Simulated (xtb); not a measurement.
A geometry relaxed with GFN2-xTB (xtb), charge 0, multiplicity 1:

```xyz
8

H     -2.5496     0.1536     0.7745
H      2.4385     0.4671     0.9827
C     -0.6278    -0.0395    -0.0112
C      1.9313     0.1214     0.0956
C     -1.9313    -0.1214    -0.0657
H     -2.4385    -0.4671    -0.9528
H      2.5496    -0.1536    -0.7446
C      0.6278     0.0395     0.0411
```

Q: Write the SMILES of this molecule.

A: `C=C=C=C`
